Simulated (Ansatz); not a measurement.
Basis-set extrapolation for `BC[O][AlH][Cl]` (PBE0-D4/def2-TZVP geometry, frozen core, the Gaussian-basis code of Ansatz). Multiplicity 1, RHF reference.

|  | def2-TZVPP | def2-QZVPP |
| --- | --- | --- |
| HF | -841.917645 | -841.944488 |
| MP2 correlation | -0.767386 | -0.829867 |
| CCSD(T) correlation | -0.848052 | not run |

Energies in hartree. Use E(X) = E(∞) + A·exp(−7.88·√X) for Hartree–Fock and E(X) = E(∞) + B·X^(−2.97) for correlation, with X = 3 and 4, and add CCSD(T) minus MP2 of the smaller set to the MP2 limit.

What is the CCSD(T) energy at the basis-set limit?

HF limit: -841.944488 + (-0.026843) × 0.13774 = -841.94819. MP2 limit: -0.829867 + (-0.062481) × 0.74074 = -0.87615. Higher-order term: -0.848052 − (-0.767386) = -0.08067. Total: -842.90501 hartree, 365.8 kJ/mol below CCSD(T)/def2-TZVPP.
